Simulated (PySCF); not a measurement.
Dipole moment and polarisability of `CO[C@@H](F)[C@@H](F)OC`

C₄H₈F₂O₂.
Structure used (GFN2-xTB), in Å, numbered top down from 1:
```
atom  x, y, z in Å
C1     2.9329   -0.5311   -0.0293
O2     1.6446   -0.2927   -0.5778
C3     0.6849   -0.0068    0.3445
F4     0.8939    1.2537    0.8778
C5    -0.6875    0.0015   -0.3406
F6    -0.8972   -1.2617   -0.8681
O7    -1.6488    0.2928    0.5783
C8    -2.9334    0.5381    0.0241
H9     2.9055   -1.3717    0.6711
H10    3.3092    0.3584    0.4826
H11    3.5735   -0.7715   -0.8736
H12    0.6765   -0.6949    1.2070
H13   -0.6759    0.6851   -1.2066
H14   -3.5816    0.7644    0.8666
H15   -3.3031   -0.3442   -0.5046
H16   -2.9009    1.3895   -0.6629
```

Level: CAM-B3LYP/def2-SVPD (PySCF), static field, nuclei fixed, core orbitals frozen in the response. The polarisability tensor in these axes (au):

```
x   74.40 -4.18 -0.79
y   -4.18 56.03  0.94
z   -0.79  0.94 55.26
```

Question: What are the eigenvalues, a third of the trace, and Δα (Δα² = ½Σ(αi − αj)² over the three pairs)?

Answer: Principal values 54.42, 55.92 and 75.35 au; mean 61.90 au = 9.17 Å³ = 10.21 × 10⁻⁴⁰ C²·m²/J; Δα = 20.22 au (33 % of the mean).

Question: What is the dipole moment?

Answer: 0.02 D; point group Ci allows none, and the residue is numerical.

Question: What depolarisation ratio follows for Rayleigh scattering of linearly polarised light, taking the static tensor?

Answer: ρ = 3Δα²/(45ᾱ² + 4Δα²) = 1227.0/(172396 + 1636.0) = 0.00705.

Question: Estimate the molar refractivity from the static electronic polarisability.

Answer: Lorentz–Lorenz: R = (4π/3)N_A α = 2.5225 cm³/(mol·Å³) × 9.17 Å³ = 23.1 cm³/mol, in the limit of long wavelengths.

Question: What are the principal values of the traceless quadrupole moment, Θ = ½Σq(3rr − r²1), about the centre of nuclear charge?

Answer: -13.89, -3.68, 17.57 D·Å. The electronic extent ⟨r²⟩ about the same centre is 1164 bohr², a root-mean-square distance of 2.22 Å for the 66 electrons.

Question: Along which axes do the principal values lie, and how far do the nuclei extend along each?

Answer: Largest value along (0.98, -0.21, -0.05), where the nuclei span 7.39 Å; middle along (0.18, 0.66, 0.73), 3.26 Å; least along (0.12, 0.72, -0.69), 2.48 Å. The response follows the extents in order.

Question: In TDDFT the mean static polarisability is Σ f/ω² over all singlet excitations (ω in hartree). How much of it do the 8 lowest give? Their energies (eV) and oscillator strengths: 8.43, 0.0306; 8.44, 0.0000; 9.06, 0.0036; 9.06, 0.0170; 9.25, 0.0277; 9.27, 0.0002; 9.32, 0.0996; 9.37, 0.0000.

Answer: They add up to 1.60 au, 2.6 % of the 61.90 au; the largest single term is 0.85 au, from the state at 9.32 eV. Terms in order: 0.32, 0.00, 0.03, 0.15, 0.24, 0.00, 0.85, 0.00 au. Higher excitations give the rest. The strengths listed sum to 0.179.

The structure is a single GFN2-xTB conformer in the gas phase; no vibrational or solvent corrections.
